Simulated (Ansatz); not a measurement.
Reaction (redistribution): `C[BH][GeH2][Cl]` + `C#C[SiH2]N` → `CB[SiH2]N` + `C#[C][GeH2][Cl]`

Program: Ansatz. Geometries: PBE0-D4/def2-TZVP. ΔE: electronic, gas phase. CCSD(T)/CBS is the MP2 limit (def2-TZVPP, def2-QZVPP) plus CCSD(T) − MP2 in def2-TZVPP, frozen cores. For Ge outer-core shells are correlated without core-valence functions, which leaves a few kJ/mol of doubt a bond. Scalar relativity is left out up to krypton. One conformer a species, not always the lowest.

```tsv
species	CCSD(T)/CBS(def2) energy (Eh)
`C[BH][GeH2][Cl]`	-2602.37135
`C#C[SiH2]N`	-422.86577
`CB[SiH2]N`	-411.44603
`C#[C][GeH2][Cl]`	-2613.77047
```

Work out ΔE.

ΔE = (-411.44603) + (-2613.77047) − (-2602.37135) − (-422.86577) = 0.02062 Eh = +0.56 eV.

Largest T1 diagnostic among the species: 0.012.
